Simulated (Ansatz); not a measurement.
Start from `CC(C)[Si](Cl)(Cl)Cl` and change one atom or group to get `[Cl][SnH2][Si](Cl)(Cl)Cl`.

Ansatz, PBE0-D4/def2-TZVP geometries, multiplicity 1. Each molecule was computed in one conformer, which needn't be the lowest.

Elements past krypton have def2 core potentials.

```tsv
property	`CC(C)[Si](Cl)(Cl)Cl`
size of the dipole moment (PBE/def2-TZVPP) / D	2.12
HOMO energy (PBE/def2-TZVPP) / eV	-7.37
HOMO energy (PBE0/def2-TZVPP) / eV	-8.65
HOMO–LUMO gap (ωB97M-V/def2-TZVPP) / eV	13.08
size of the dipole moment (ωB97M-V/def2-TZVPP) / D	2.12
HOMO energy (ωB97M-V/def2-TZVPP) / eV	-10.82
```

(1) Give the same properties after the change, and the shifts. (An estimate is asked.)

## Answers

(1) The calculation gave: 
| property | `[Cl][SnH2][Si](Cl)(Cl)Cl` | shift |
| --- | --- | --- |
| size of the dipole moment (PBE/def2-TZVPP) / D | 1.97 | -0.15 |
| HOMO energy (PBE/def2-TZVPP) / eV | -7.07 | 0.30 |
| HOMO energy (PBE0/def2-TZVPP) / eV | -8.26 | 0.39 |
| HOMO–LUMO gap (ωB97M-V/def2-TZVPP) / eV | 10.55 | -2.53 |
| size of the dipole moment (ωB97M-V/def2-TZVPP) / D | 2.12 | 0.00 |
| HOMO energy (ωB97M-V/def2-TZVPP) / eV | -10.24 | 0.58 |

With PBE0 the HOMO rises by 0.39 eV and the LUMO falls by 1.76 eV, so the gap narrows by about 2.15 eV. PBE moves the HOMO by 0.30 eV and ωB97M-V by 0.58 eV. Dipoles are sizes alone; their direction can turn.
